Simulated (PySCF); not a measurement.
C₃H₉ClSSi₂.
Geometry (GFN2-xTB, Å), atoms numbered from 1 in this order:
```
atom  x, y, z in Å
Cl1    2.779    0.927    1.771
Si2    2.893    0.024   -0.030
S3     1.265    0.614   -1.276
C4    -0.145    0.514   -0.096
C5    -1.486    0.896   -0.733
Si6   -2.338   -0.539    0.202
C7    -0.469   -0.901    0.397
H8     2.850   -1.413    0.205
H9     4.074    0.460   -0.746
H10    0.101    1.178    0.731
H11   -1.457    0.744   -1.810
H12   -1.782    1.926   -0.554
H13   -3.008   -0.149    1.441
H14   -3.124   -1.487   -0.581
H15   -0.050   -1.134    1.374
H16   -0.112   -1.651   -0.307
```

The calculation used TDDFT wB97X-D/def2-SVPD, vertical, gas phase, core orbitals frozen in the response (PySCF 2.14.0, density-fitted response routines).

Broadening: Gaussians 0.4 eV wide at half height, area fixed by f = 4.319×10⁻⁹ ∫ε dν̃. The width is an assumption, not a result. The curve ends short of the highest state used, and states not computed would add to its high-energy end.

```json
{"λ (nm)": "178.9", "ε (L mol⁻¹ cm⁻¹)": "1730"}
{"λ (nm)": "180.3", "ε (L mol⁻¹ cm⁻¹)": "1905"}
{"λ (nm)": "181.8", "ε (L mol⁻¹ cm⁻¹)": "2317"}
{"λ (nm)": "183.3", "ε (L mol⁻¹ cm⁻¹)": "2868"}
{"λ (nm)": "184.7", "ε (L mol⁻¹ cm⁻¹)": "3385"}
{"λ (nm)": "186.2", "ε (L mol⁻¹ cm⁻¹)": "3809"}
{"λ (nm)": "187.7", "ε (L mol⁻¹ cm⁻¹)": "4005"}
{"λ (nm)": "189.1", "ε (L mol⁻¹ cm⁻¹)": "3954"}
{"λ (nm)": "190.6", "ε (L mol⁻¹ cm⁻¹)": "3673"}
{"λ (nm)": "192.1", "ε (L mol⁻¹ cm⁻¹)": "3222"}
{"λ (nm)": "193.6", "ε (L mol⁻¹ cm⁻¹)": "2676"}
{"λ (nm)": "195.0", "ε (L mol⁻¹ cm⁻¹)": "2145"}
{"λ (nm)": "196.5", "ε (L mol⁻¹ cm⁻¹)": "1609"}
{"λ (nm)": "198.0", "ε (L mol⁻¹ cm⁻¹)": "1144"}
{"λ (nm)": "199.4", "ε (L mol⁻¹ cm⁻¹)": "792"}
{"λ (nm)": "200.9", "ε (L mol⁻¹ cm⁻¹)": "506"}
{"λ (nm)": "202.4", "ε (L mol⁻¹ cm⁻¹)": "306"}
{"λ (nm)": "203.8", "ε (L mol⁻¹ cm⁻¹)": "182"}
{"λ (nm)": "205.3", "ε (L mol⁻¹ cm⁻¹)": "99"}
{"λ (nm)": "206.8", "ε (L mol⁻¹ cm⁻¹)": "52"}
{"λ (nm)": "208.3", "ε (L mol⁻¹ cm⁻¹)": "26"}
{"λ (nm)": "209.7", "ε (L mol⁻¹ cm⁻¹)": "14"}
{"λ (nm)": "211.2", "ε (L mol⁻¹ cm⁻¹)": "9"}
{"λ (nm)": "212.7", "ε (L mol⁻¹ cm⁻¹)": "9"}
{"λ (nm)": "214.1", "ε (L mol⁻¹ cm⁻¹)": "13"}
{"λ (nm)": "215.6", "ε (L mol⁻¹ cm⁻¹)": "22"}
{"λ (nm)": "217.1", "ε (L mol⁻¹ cm⁻¹)": "35"}
{"λ (nm)": "218.5", "ε (L mol⁻¹ cm⁻¹)": "53"}
{"λ (nm)": "220.0", "ε (L mol⁻¹ cm⁻¹)": "77"}
{"λ (nm)": "221.5", "ε (L mol⁻¹ cm⁻¹)": "106"}
{"λ (nm)": "223.0", "ε (L mol⁻¹ cm⁻¹)": "138"}
{"λ (nm)": "224.4", "ε (L mol⁻¹ cm⁻¹)": "169"}
{"λ (nm)": "225.9", "ε (L mol⁻¹ cm⁻¹)": "200"}
{"λ (nm)": "227.4", "ε (L mol⁻¹ cm⁻¹)": "226"}
{"λ (nm)": "228.8", "ε (L mol⁻¹ cm⁻¹)": "242"}
{"λ (nm)": "230.3", "ε (L mol⁻¹ cm⁻¹)": "250"}
{"λ (nm)": "231.8", "ε (L mol⁻¹ cm⁻¹)": "248"}
{"λ (nm)": "233.2", "ε (L mol⁻¹ cm⁻¹)": "237"}
{"λ (nm)": "234.7", "ε (L mol⁻¹ cm⁻¹)": "217"}
{"λ (nm)": "236.2", "ε (L mol⁻¹ cm⁻¹)": "191"}
{"λ (nm)": "237.7", "ε (L mol⁻¹ cm⁻¹)": "163"}
{"λ (nm)": "239.1", "ε (L mol⁻¹ cm⁻¹)": "135"}
{"λ (nm)": "240.6", "ε (L mol⁻¹ cm⁻¹)": "108"}
{"λ (nm)": "242.1", "ε (L mol⁻¹ cm⁻¹)": "83"}
{"λ (nm)": "243.5", "ε (L mol⁻¹ cm⁻¹)": "63"}
{"λ (nm)": "245.0", "ε (L mol⁻¹ cm⁻¹)": "46"}
{"λ (nm)": "246.5", "ε (L mol⁻¹ cm⁻¹)": "32"}
{"λ (nm)": "247.9", "ε (L mol⁻¹ cm⁻¹)": "23"}
{"λ (nm)": "249.4", "ε (L mol⁻¹ cm⁻¹)": "15"}
{"λ (nm)": "250.9", "ε (L mol⁻¹ cm⁻¹)": "10"}
{"λ (nm)": "252.4", "ε (L mol⁻¹ cm⁻¹)": "6"}
{"λ (nm)": "253.8", "ε (L mol⁻¹ cm⁻¹)": "4"}
{"λ (nm)": "255.3", "ε (L mol⁻¹ cm⁻¹)": "2"}
{"λ (nm)": "256.8", "ε (L mol⁻¹ cm⁻¹)": "1"}
{"λ (nm)": "258.2", "ε (L mol⁻¹ cm⁻¹)": "1"}
{"λ (nm)": "259.7", "ε (L mol⁻¹ cm⁻¹)": "0"}
```

Problem. Locate the maxima and give the states behind the curve.

Solution. 231 nm (5.37 eV), ε about 250, made up of S1 (100%); 188 nm (6.59 eV), ε about 4000, made up of S2 (27%) and S3 (72%) (ε in L mol⁻¹ cm⁻¹; maxima over ε = 5, shares over 10%). The states used: S1 5.37 eV (f 0.0037); S2 6.44 eV (f 0.024); S3 6.65 eV (f 0.045); S4 6.99 eV (f 0.0016); S5 7.06 eV (f 0.0092); S6 7.23 eV (f 0.026); S7 7.38 eV (f 0.010); S8 7.53 eV (f 0.053).

Problem. On this curve, what absorbance would a 10⁻³ mol/L sample give at 248 nm over a 1 cm path?

Solution. 248 nm is 4.999 eV, where ε is about 22 L mol⁻¹ cm⁻¹, so A = ε c l ≈ 0.022 (Beer–Lambert, with the gas-phase spectrum and the assumed width).

Problem. What would ε be at 6.59 eV, the highest of these maxima, with half the width (0.2 eV)?

Solution. About 5650 L mol⁻¹ cm⁻¹ against 4010, a factor of about 1.4; a lone state at its own centre would give exactly 2.

Problem. Coming from long wavelengths, where does ε first pass 100 L mol⁻¹ cm⁻¹?

Solution. At about 241 nm (5.14 eV), 0.23 eV below S1.

Time: 71 s; peak memory 0.99 GiB. Hardware: one thread, Arm Neoverse V2 (aarch64), no GPU, shared host with 96 logical CPUs at a one-minute load of 80.

One conformer stands for the species.
